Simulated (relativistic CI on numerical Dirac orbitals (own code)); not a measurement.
# Spin-allowed bands of a d3 ion in an octahedral site, by hand

Problem. A d3 ion in an octahedral site has a 4A2 ground term and spin-allowed bands at ν1 = 25100 and ν2 = 32513 cm⁻¹ (from a computed ligand-field model). Find Δ and the Racah parameter B, and predict the third band.

Working.
1. The F term splits into A2 (−1.2Δ), T2 (−0.2Δ) and T1 (+0.6Δ), so ν1 = E(T2) − E(A2) = Δ = 25100 cm⁻¹.
2. T1(F) mixes with T1(P), which lies at 15B, through an element 0.4Δ. The two roots, counted from A2, are ν2,3 = ½(15B + 3Δ) ∓ ½√[(15B − Δ)² + 12BΔ].
3. Solving the lower root for B gives B = (2ν1² + ν2² − 3ν1ν2)/(15ν2 − 27ν1) = -131113731/-190005 = 690 cm⁻¹.
4. The sum of the roots is 15B + 3Δ, so ν3 = 15B + 3ν1 − ν2 = 53138 cm⁻¹ (188 nm).

Check. The bands were computed by exact diagonalisation of the d3 shell with B = 690 and Δ = 25100 cm⁻¹, which gives ν3 = 53137 cm⁻¹. C does not enter the terms of highest spin.
